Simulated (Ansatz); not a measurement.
Program: Ansatz. Geometries: PBE0-D4/def2-TZVP. ΔE: electronic, gas phase. CCSD(T)/CBS is the MP2 limit (def2-TZVPP, def2-QZVPP) plus CCSD(T) − MP2 in def2-TZVPP, frozen cores. This one scheme is used for every species, atoms too. DFT in def2-TZVPP. B3LYP here is the variant with VWN-RPA as its local correlation; programs differ in this. Open shells (•) are unrestricted, without spin–orbit coupling. Spin–orbit coupling would lower the free atoms: a little for C, O, S, Si; strongly for In. Elements past krypton have def2 core potentials. For In outer-core shells are correlated without core-valence functions, so the limit isn't a true one: a few kJ/mol of doubt a bond, and 10 to 20 or more in all where bonds break to atoms. Each species was taken in one conformer, which may not be the lowest.

Consider the atomization: `[CH3][In]([SH])[SiH2]O` → C• + 7 H• + In• + O• + S• + Si•.

```csv
level,ΔE (kcal/mol)
B3LYP-D4,917.3
SCS-MP2/def2-QZVPP,925.0
```

Q: What does CCSD(T)/CBS give? (Best estimate.)

A: Computed: +928.6 kcal/mol. The listed levels differ from it by -11.3, -3.6 kcal/mol.

Largest T1 diagnostic among the species: 0.015.

The D4 term adds +10.3 kcal/mol with B3LYP and +5.5 kcal/mol with PBE0; it sums over pairs of atoms, weighted by their polarisabilities, and B3LYP, whose exchange is more repulsive, gets the larger term. In def2-TZVPP, CCSD(T) changes the Hartree–Fock value by +233.4 kcal/mol (the triples alone add +13.4 kcal/mol) and MP2 by +240.8 kcal/mol; breaking electron pairs costs correlation energy, which Hartree–Fock lacks.

For atomizations the MP2-based limit and the directly extrapolated one differ by several kJ/mol either way, and by 10 to 25 for some Ge, Se and Sn compounds, so smaller differences from it don't rank the levels.
